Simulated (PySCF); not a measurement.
Compound: C₅H₆FO (doublet state).
Z-matrix (Å and degrees, GFN2-xTB geometry), rows numbered from 1:
```
C 
C   1  1.3213
C   2  1.4967  1  123.93
F   3  1.3860  2  110.43  1    17.37
C   3  1.4962  2  114.96  1  -115.58
O   5  1.3791  3   94.56  2  -109.51
C   6  1.4335  5   91.31  3    -7.57
H   1  1.0759  2  121.50  3   177.88
H   1  1.0763  2  121.43  3    -2.86
H   2  1.0807  1  122.00  3  -176.64
H   5  1.0716  3  133.43  2    34.09
H   7  1.0910  3  113.80  2  -138.37
H   7  1.0898  3  116.73  2    -7.19
```

The hyperfine couplings belong to this conformer and change with its torsions.

Identity: `C=C[C@]1(F)[CH]OC1` [radical].

Computed, not measured: UKS B3LYP, pcH-1 on C F H O, non-relativistic, mean-field spin-orbit, GIAO in PySCF 2.14.0. Geometry: GFN2-xTB, one conformer, isolated molecule. The geometry wasn't refined by DFT: couplings that depend on bond lengths, twists or pyramidal angles can differ widely from those at the functional's own minimum. No stability test was run, so a lower SCF solution isn't excluded.

(1) The isotropic 13C couplings are +158.2, -24.3, +23.8, +9.1, -2.6 MHz. Assign them to C1; C2; C3; C5; C7.

Results:

(1) 
| site | a_iso (MHz) | ρ(0) (bohr⁻³) | position | distance from C5 (Å) | spin population | largest \|T\| (MHz) |
| --- | --- | --- | --- | --- | --- | --- |
| C1 | +9.1 | +0.0081 | 3 bonds from C5 | 3.54 | +0.05 | 6.6 |
| C2 | +23.8 | +0.0212 | 2 bonds from C5 | 2.52 | -0.01 | 5.9 |
| C3 | -24.3 | -0.0216 | 1 bond from C5 | 1.50 | 0.00 | 7.9 |
| C5 | +158.2 | +0.1407 | largest spin population | 0.00 | +0.81 | 140.6 |
| C7 | -2.6 | -0.0023 | 2 bonds from C5 | 2.01 | -0.02 | 2.8 |

ρ(0) is the spin density at the nucleus and T the dipolar tensor. The largest Mulliken spin populations are on C5 (+0.81) and O6 (+0.17). The angles at C5 add up to 349.9°, so it is slightly pyramidal.

Hardware: Arm Neoverse V2, one thread (shared host). Cost: 35 s wall (with the writing of density and orbital grids), 0.87 GiB resident at most.
